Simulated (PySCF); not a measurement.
## Assignment exercise: C2H11FO2Si3

Bonds (- single, = double, # triple, : aromatic): C1-Si2, Si2-O3, Si2-Si4, Si4-C5, Si4-F6, Si4-O7, O7-Si8. C1 carries H9, H10, H11; Si2 carries H12; O3 carries H13; C5 carries H14, H15, H16; Si8 carries H17, H18, H19. Stereochemistry as in C[Si@@H](O)[Si@](C)(F)O[SiH3].

PySCF calculation with geometry from GFN2-xTB and PBE0/pcSseg-1 with gauge-including orbitals; gas phase, averaged over atoms made equivalent by symmetry, fast rotation or ring inversion, non-relativistic Hamiltonian, one computed conformer.

Scale: $^{13}$C, $^{1}$H against TMS (reference shieldings calculated alike).

(1) Assign these signals to the numbered atoms. $^{13}$C{$^{1}$H} NMR (computed): δ 4.4, 1.4.

(2) Assign these signals to the numbered atoms. $^{1}$H NMR (400 MHz, computed): δ 5.17 (s, 3H), 5.15 (m, 1H), 0.40 (d, 3H), 0.36 (br s, 1H), 0.34 (m, 3H).

## Answers

(1) 
| δ (ppm) | atoms | environment | reason |
| --- | --- | --- | --- |
| 4.4 | C5 | methyl carbon bonded to Si | an electropositive neighbour leaves it electron-rich and shielded |
| 1.4 | C1 | methyl carbon bonded to Si | – |

(2) 
| δ (ppm) | atoms | environment | reason |
| --- | --- | --- | --- |
| 5.17 | H17/H18/H19 | hydrogen on a silicon bonded to O | – |
| 5.15 | H12 | hydrogen on a silicon bonded to C, O, Si | – |
| 0.40 | H9/H10/H11 | hydrogen on a methyl carbon bonded to Si | an electropositive neighbour shields it, as in TMS itself |
| 0.36 | H13 | hydrogen on an oxygen bonded to Si | exchangeable, gas-phase position |
| 0.34 | H14/H15/H16 | hydrogen on a methyl carbon bonded to Si | an electropositive neighbour shields it, as in TMS itself |

H17/H18/H19 and H12; H9/H10/H11 and H13; H13 and H14/H15/H16 lie closer than the usual error of such a calculation, so a measured spectrum could show them in the other order.

Exchangeable OH/NH protons stand at their gas-phase positions; hydrogen bonding in a real sample shifts them, mostly to higher δ. Splittings by $^{19}$F in the carbon and heteronuclear signals aren't shown, as no couplings were computed. Shifts are as computed. Against solution values, carbons near 30 ppm lie about +3 ppm off and those near 130 ppm about +5 ppm. Of 1211 compounds with measured shifts, 218 miss one by over three times the rms of a fit or turn the order of signals round; such compounds aren't used in these exercises. No couplings were computed; multiplicities are counted from neighbouring protons, with m where these are inequivalent, close in shift, in a saturated or five-membered ring or joined by F or P, and br s for small geminal =CH2 splittings.
